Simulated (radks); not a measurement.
Spin polarisation of the 4f12 shell in the thulium ion Tm3+. Start: [Xe] 4f(up 6, down 6); electrons of 4f are moved from spin down to spin up, other shells keep equal spins. Method: non-relativistic Kohn-Sham, LDA (Slater exchange, Perdew-Wang correlation), spin-polarised, spherical densities, point nucleus; computed with a radial shooting solver on a logarithmic mesh with Libxc functionals.

moment (Bohr magnetons)  E - E(0) (eV)  e(4f up) (eV)  e(4f down) (eV)  5p down minus up (eV)  5s down minus up (eV)
0                                0.000        -41.014          -41.014                  0.000                  0.000
0.5                             -0.051        -41.215          -40.807                  0.132                  0.167
1                               -0.204        -41.410          -40.594                  0.264                  0.333
1.5                             -0.459        -41.599          -40.375                  0.396                  0.500
2                               -0.817        -41.782          -40.149                  0.528                  0.667

At moment 2 the spin-polarisation energy is -0.817 eV and the 4f exchange splitting 1.633 eV, that is 0.817 eV per Bohr magneton; E = -I m^2/4 would give I = 0.817 eV.
